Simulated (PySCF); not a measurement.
# Which orbitals make which state

(NaOH)2 ring, H2Na2O2.
Geometry (PBE0-D3(BJ)/def2-SVP, Å), atoms numbered from 1 in this order:
```
atom  x, y, z in Å
Na1    0.666   -0.965   -0.756
O2     1.379    0.557    0.504
Na3   -0.666    0.962    0.759
O4    -1.379   -0.560   -0.500
H5     2.219    0.911    0.799
H6    -2.219   -0.904   -0.806
```

The calculation used TDDFT wB97X-D/def2-SVPD, vertical, gas phase, core orbitals frozen in the response in PySCF.

Orbital energies (eV): HOMO-3 -8.47, HOMO-2 -8.25, HOMO-1 -8.19, HOMO -7.97, LUMO 0.65, LUMO+1 0.69, LUMO+2 1.35.

Q: Among the lowest singlets, which states do these configurations lead, and at what energies: HOMO→LUMO+2, HOMO→LUMO, HOMO-3→LUMO+1, HOMO-2→LUMO, HOMO→LUMO+1, HOMO-1→LUMO, HOMO-2→LUMO+1, HOMO-1→LUMO+1, HOMO-3→LUMO?

A: 

```tsv
state	leading configuration	weight	Δε (eV)	E (eV)	E − Δε (eV)	f	other configurations
S1	HOMO→LUMO	0.72	8.61	4.84	-3.78	0.0000	H→L+6 (15%), H-1→L+2 (8%)
S2	HOMO-1→LUMO	0.67	8.84	5.05	-3.79	0.119	H-1→L+6 (14%), H→L+2 (14%)
S3	HOMO-2→LUMO	0.73	8.90	5.11	-3.79	0.0000	H-2→L+6 (14%), H-3→L+2 (8%)
S4	HOMO-3→LUMO	0.68	9.11	5.34	-3.77	0.172	H-2→L+2 (14%), H-3→L+6 (13%)
S5	HOMO→LUMO+1	0.76	8.65	5.47	-3.19	0.0000	H→L+7 (17%)
S6	HOMO-1→LUMO+1	0.73	8.88	5.65	-3.23	0.0000	H-1→L+7 (17%)
S7	HOMO-2→LUMO+1	0.70	8.94	5.82	-3.11	0.0004	H-2→L+7 (13%), H→L+3 (11%)
S8	HOMO-3→LUMO+1	0.67	9.15	6.02	-3.14	0.0000	H-3→L+7 (13%), H-1→L+3 (11%)
S9	HOMO→LUMO+2	0.67	9.31	6.16	-3.16	0.016	H-1→L (20%)
```

E − Δε runs from -3.79 to -3.11 eV.  Δε is the difference of the two orbital energies.

H and L stand for HOMO and LUMO. The other states: S10 6.25 eV, f 0.0001, H-1→L+2 (56%), H→L (18%), H→L+6 (8%).

Triplets (Tamm–Dancoff): T1 4.80 eV, H→L (70%), H→L+6 (15%), H-1→L+2 (9%); T2 4.99 eV, H-1→L (63%), H→L+2 (16%), H-1→L+6 (14%); T3 5.08 eV, H-2→L (70%), H-2→L+6 (15%), H-3→L+2 (9%); T4 5.21 eV, H-3→L (66%), H-2→L+2 (14%), H-3→L+6 (13%).

Summed over the main configurations (up to three a state, each over 8%) of all 10 singlets, the electron leaves HOMO with weight 2.98, HOMO-1 with weight 2.66, HOMO-2 with weight 1.84 and HOMO-3 with weight 1.68.

Time: 6.1 s. Hardware: Arm Neoverse V1, one thread, no GPU, shared host.

One conformer stands for the species.
